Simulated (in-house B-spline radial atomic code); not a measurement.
The numbers below are computed, except where a source is named.
Making a Troullier-Martins s channel for Te, r_c = 2.61 bohr

Te, [Kr] 4d10 5s2 5p4, non-relativistic LDA (VWN5), spherical and spin-unpolarised, from a B-spline radial code for spherical atoms (atomic units). The all-electron 5s level is ε = -0.520997 hartree, its outermost node lies just inside 0.97 bohr and its outer maximum at 1.86 bohr.

Inside r_c the pseudo-orbital is u(r) = r^1 exp(p(r)), with p = c0 + c2 r² + c4 r⁴ + … + c12 r¹². The seven coefficients follow from p and its first four derivatives at r_c, from zero curvature of the screened potential at the origin, c4 = −c2²/(2l + 5), and from the norm inside r_c. At r_c the all-electron orbital has P = 0.6000714, P' = -0.3536533, the screened potential V = -0.5479803, V' = 0.5154421, V'' = -0.6896864, and the norm inside is Q = 0.7546439.

(1) What are p, p' and p'' at r_c?

For a trial c2 the five matching conditions are linear in c0, c6, c8, c10 and c12, and c2 is varied until the norm inside r_c equals Q. The root nearest zero gives:

| n | c_n |
| --- | --- |
| 0 | -1.145985 |
| 2 | 0.248348 |
| 4 | -0.01233534 |
| 6 | -0.02572137 |
| 8 | 0.005802193 |
| 10 | -0.000507237 |
| 12 | 1.634944e-05 |

(2) Check c4 and p(r_c), and find the screened pseudopotential at the origin.

Orbitals and screened potentials:

```tsv
r (bohr)	P	u	V all-electron	V pseudo
0.261	0.2573	0.08438	-81.49	0.2215
0.652	-0.3915	0.2294	-14.96	0.1324
1.044	0.1609	0.4178	-5.118	-0.2657
1.436	0.6455	0.6296	-2.366	-0.9486
1.827	0.7844	0.7591	-1.314	-1.299
2.218	0.7281	0.7262	-0.8174	-0.9327
2.61	0.6001	0.6001	-0.548	-0.548
```

Logarithmic derivatives P'/P at R = 2.91 bohr, for energies E around ε:

```tsv
E − ε (hartree)	all-electron	pseudo
-0.5	0.79472	0.784777
-0.25	0.324924	0.318237
-0.1	-0.154511	-0.156867
0	-0.688638	-0.688637
0.1	-1.68554	-1.69725
0.25	-9.62998	-11.0531
0.5	3.81379	3.34824
```

(3) With P(R) = 0.4949148 and a norm of 0.8447362 inside R, what slope in energy does norm conservation fix?

Answers

(1) p = ln(P/r_c^1) = ln(0.6000714/2.61) = -1.47006. p' = P'/P − 1/r_c = -0.58935 − 0.38314 = -0.97249. The radial equation gives p'' = 2(V − ε) − 2(1) p'/r_c − p'² = -0.05397 − (-0.74521) − 0.94574 = -0.25450. Differentiating, p''' = 2V' + 2(1)p'/r_c² − 2(1)p''/r_c − 2p'p'' = 0.44538, and p'''' = 2V'' − 4(1)p'/r_c³ + 4(1)p''/r_c² − 2(1)p'''/r_c − 2p''² − 2p'p''' = -0.9146.

(2) −c2²/5 = -0.0123353, as listed. The terms c_n r_c^n are -1.14599, 1.69177, -0.57242, -8.13087, 12.49442, -7.44074, 1.63376, which sum to -1.47006. Inverting the radial equation, V_l(r) = ε + 1 p'/r + (p'' + p'²)/2, so V_l(0) = ε + (2l + 3) c2 = -0.520997 + 3 × (0.248348) = 0.2240 hartree, finite where the all-electron potential diverges.

(3) d(P'/P)/dE = −2 × (norm inside R)/P(R)² = -6.8975 per hartree·bohr at E = ε, for both atoms, since orbital and norm agree at R. Differences over ±0.1 hartree give -7.6551 (all-electron) and -7.7019 (pseudo), which also hold third-order terms. Half a hartree below ε the two curves differ by -0.0099.
